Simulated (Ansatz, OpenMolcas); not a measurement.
**Exact exchange and the HOMO–LUMO gap of GeSe (Germanium monoselenide)**

The species is GeSe (2 atoms), meant as a singlet with charge 0. As SMILES, `[Ge-]#[Se+]`. Geometry: the measured bond length.

The HOMO–LUMO gap y, in eV, basis aug-cc-pVTZ; a is the functional's share of exact exchange. Programs: Ansatz 0.2.0, OpenMolcas 26.06.

```
functional     program     a  y (eV)
      TPSS  OpenMolcas     0    3.57
      BLYP      Ansatz     0    3.39
     B3LYP      Ansatz   0.2    4.71
   r2SCAN0      Ansatz  0.25    5.35
      PBE0      Ansatz  0.25       ?
     BHLYP      Ansatz   0.5    6.69
```

Problem. Fit y = c + s·a to the known rows and predict PBE0.

Solution. 
1. Means of the 5 rows: a = 0.1900, y = 4.742.
2. Σ(Δa)² = 0.172, Σ(Δa·Δy) = 1.1196, so the slope is 1.1196/0.172 = 6.5093.
3. Intercept: 4.742 − (6.5093) × 0.1900 = 3.505. The largest residual of the fit is 0.22.
4. PBE0: 3.505 + (6.5093) × 0.25 = 5.13 eV.

The run gave 5.13 eV, so the prediction is off by 0.00 eV: they agree to the digits shown. Exact exchange lowers occupied levels and raises empty ones.
